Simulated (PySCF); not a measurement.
## Excitation energy of P²⁺ by level of theory

P²⁺ [Ne] 3s2 3p1 (2P) → P²⁺ [Ne] 3s1 3p1 3d1 (high-spin determinant), as a difference of total energies. Computed with PySCF 2.14 in aug-cc-pCVTZ-DK with one added diffuse shell each of s, p, d, f type (9s8p6d4f, 91 functions), with the spin-free X2C one-electron Hamiltonian (Gaussian nucleus). Correlated levels: nothing frozen. The calculations carry no spin-orbit coupling.

```json
{"method": "UHF", "excitation energy (eV)": "19.762"}
{"method": "MP2 (all electrons)", "excitation energy (eV)": "20.825"}
{"method": "SCS-MP2 (all electrons)", "excitation energy (eV)": "21.229"}
{"method": "CCSD (all electrons)", "excitation energy (eV)": "20.298"}
{"method": "CCSD(T) (all electrons)", "excitation energy (eV)": "19.781"}
```

A first-order spin-orbit estimate (lowest level to lowest level, LS coupling) adds 0.010 eV.

The promoted electron is Rydberg-like, and one or two diffuse shells describe it only roughly, which tends to raise the upper state.

The coupled-cluster amplitudes are large for the upper state (T1 above 0.03 or a double amplitude above 0.15), so a single reference is strained.

The determinant of the upper state mixes LS terms, which raises its energy above the lowest term, most at the Hartree-Fock and MP2 levels.
